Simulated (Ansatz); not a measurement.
`N[C](=S)[ZnH]`, charge 0, multiplicity 1.

Q: Give a relaxed structure at PBE0-D4/def2-TZVP (the Gaussian-basis code of Ansatz). (An estimate is asked.)

A: The calculation gave: 
Cartesian coordinates in Å:
```
N 0.839 0.083 -1.111
C 0.223 0.081 0.055
S 0.939 0.550 1.490
Zn -1.437 -0.297 0.976
H 1.805 0.380 -1.184
H 0.367 -0.208 -1.949
H -2.737 -0.588 1.723
```
Point group Cs.
